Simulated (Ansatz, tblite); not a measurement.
Removing and adding an electron: Ag2Br (the lowest doublet isomer of a short search). The state is a doublet with charge 0. Geometry: r2SCAN-D4/def2-TZVP. Ansatz, gas phase; energy differences of separate SCF runs; the oxidised species is a singlet (the triplet lies 0.70 eV higher at PBE0-D4/def2-TZVP); the reduced species is a singlet (the triplet lies 1.56 eV higher at PBE0-D4/def2-TZVPD).

```xyz
3

Ag   -0.3211   -0.0978   -0.7338
Ag    2.2231    0.4449   -0.3476
Br   -1.9020   -0.3471    1.0814
```

In the def2 sets Ag takes a core potential; there is no spin–orbit coupling. The xTB rows come from tblite. The structure comes from a short search, and lower isomers may exist.

| level | −HOMO (eV) | vertical IE (eV) | −LUMO (eV) | vertical EA (eV) | HOMO–LUMO gap (eV) | IE − EA (eV) | remarks |
| --- | --- | --- | --- | --- | --- | --- | --- |
| PBE-D4/def2-TZVP | 5.68 | 8.27 | 5.21 | – | 0.47 | – | restricted, untested (+1 singlet) |
| PBE-D4/def2-TZVPD | 5.71 | – | 5.23 | 2.81 | 0.47 | – | – |
| r2SCAN-D4/def2-TZVP | 5.86 | 8.31 | 5.01 | – | 0.85 | – | restricted, untested (+1 singlet) |
| PBE0-D4/def2-TZVP | 6.45 | 8.30 | 4.37 | – | 2.08 | – | – |

Problem. Estimate the rows for GFN1-xTB, GFN2-xTB, r2SCAN-D4/def2-TZVPD, PBE0-D4/def2-TZVPD.

Solution. 
| level | −HOMO (eV) | vertical IE (eV) | −LUMO (eV) | vertical EA (eV) | HOMO–LUMO gap (eV) | IE − EA (eV) |
| --- | --- | --- | --- | --- | --- | --- |
| GFN1-xTB | – | 12.78 | – | 5.25 | – | 7.54 |
| GFN2-xTB | – | 13.30 | – | 7.28 | – | 6.02 |
| r2SCAN-D4/def2-TZVPD | 5.87 | – | 5.02 | 2.74 | 0.85 | – |
| PBE0-D4/def2-TZVPD | 6.47 | – | 4.39 | 2.69 | 2.08 | – |

   HOMO and LUMO are the levels of the spin that leaves or enters (xTB has no such levels and no spin-polarisation term). Other spin states of the ions may lie lower, which would lower the ionisation energy or raise the affinity. Raw xTB energy differences between charge states are shifted by several eV; the methods need an empirical correction for them.
